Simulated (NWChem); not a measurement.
System: CBrCl3; SMILES ClC(Cl)(Cl)Br

NWChem input:

```
start job
memory heap 200 mb stack 900 mb global 1100 mb
geometry units angstroms
  Cl    -1.318495     1.466677    -0.148539
  C     -0.471185    -0.072786     0.045723
  Cl    -1.006669    -1.210525    -1.197029
  Cl    -0.803264    -0.739423     1.649137
  Br     1.458893     0.225363    -0.141571
end
basis spherical
  * library def2-svp
end
dft
  xc pbe0
  iterations 150
end
driver
  maxiter 120
end
task dft optimize
task dft freq
```

This build's default masses of Se (78.918 u) and Br (79.917 u) are each other's, which moves their modes by up to 0.6 %.

The level has its own optimisation; frequencies are unscaled.

### Question
Give the results of this calculation. (PBE0/def2-SVP.) Quantities: r C–Cl (Å); r Br–C (Å); highest harmonic frequency (cm⁻¹); lowest (cm⁻¹); zero-point energy (kcal/mol); dipole (D).

### Answer
| Item | Value |
|---|---|
| r C–Cl (Å) | 1.766 |
| r Br–C (Å) | 1.949 |
| highest harmonic frequency (cm⁻¹) | 795 |
| lowest (cm⁻¹) | 193 |
| zero-point energy (kcal/mol) | 5.7 |
| dipole (D) | 0.05 |
